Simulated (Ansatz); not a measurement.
**The atomisation energy (no zero-point term) down a group: Cl to I**

One atom is swapped for its congeners: C4H9Cl (2-chloro-2-methylpropane) `CC(C)(C)Cl`; C4H9Br (2-bromo-2-methylpropane) `CC(C)(C)Br`; C4H9I `CC(C)(C)I`. All are singlets with charge 0.

Shapes, held fixed at every level: PBE0-D4/def2-TZVP. Programs: Ansatz 0.2.0. Values in eV.

```csv
level,C4H9Cl,C4H9I
HF/def2-TZVPP,42.18,41.09
PBE-D4/def2-TZVPP,56.75,55.68
MP2/def2-SVP,53.93,52.87
CCSD(T)/def2-SVP,53.65,52.59
CCSD/def2-TZVPP,53.93,52.92
CCSD(T)/def2-TZVPP,54.62,53.64
```

(1) Estimate the column for C4H9Br from its neighbours.

Results:

(1) The mean of the neighbours at CCSD(T)/def2-TZVPP is 54.13 eV, against 54.18 from the run. All rows: HF/def2-TZVPP 41.68; PBE-D4/def2-TZVPP 56.24; MP2/def2-SVP 53.48; CCSD(T)/def2-SVP 53.18; CCSD/def2-TZVPP 53.49; CCSD(T)/def2-TZVPP 54.18 eV. At CCSD(T)/def2-TZVPP the atomisation energy falls at every step, from 54.62 to 53.64 eV. Every level shows the same order. For atoms past krypton def2 sets carry core potentials with scalar relativity. Relativity is left out for Br unless named. Correlated rows may include outer-core shells of Br, I, which these sets cover unevenly. Spin-orbit coupling, which grows down the group, is left out (summed over each molecule's free atoms 0.05, 0.17, 0.33 eV).
